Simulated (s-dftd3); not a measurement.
HfO2, triplet, at a GFN2-xTB geometry (such geometries of metal compounds can be far from the true shape) (the multiplicity is a formal guess); s-dftd3 with D3(bj) for r2scan.

The s-dftd3 input:
```
$ s-dftd3 mol.xyz --bj r2scan --json dftd3.json --noedisp --grad

# file mol.xyz
3

Hf     0.04722398    -0.00054983     0.05578566
O      1.10121645     0.29859966    -1.36021799
O     -1.52623229    -0.29365116     0.85814707
```

**Question.** Predict the main parts of the log of this s-dftd3 run.

**Answer.** 
```
-----------------------------------
 s i m p l e   D F T - D 3  v1.4.0
-----------------------------------

Rational (Becke-Johnson) damping: r2scan-D3(BJ)
---------------------
  s6         1.0000
  s8         0.7898
  s9         0.0000
  a1         0.4948
  a2         5.7308
 alp        14.0000
--------------------

Dispersion energy:      -3.6834383399535E-04 Eh

Gradient norm:           1.5776512265223E-05 Eh/a0
--------------------------------------------------
     #    Z           dE/dx      dE/dy      dE/dz
--------------------------------------------------
     1   72 Hf    9.973E-08 -1.161E-09  1.178E-07
     2    8 O     8.350E-06  1.894E-06 -7.151E-06
     3    8 O    -8.449E-06 -1.893E-06  7.033E-06
--------------------------------------------------

Virial:
--------------------------------------------------
      component           x          y          z
--------------------------------------------------
          x       4.175E-05  9.400E-06 -3.515E-05
          y       9.400E-06  2.119E-06 -7.938E-06
          z      -3.515E-05 -7.938E-06  2.980E-05
--------------------------------------------------

[Info] JSON dump of results written to 'dftd3.json'
```
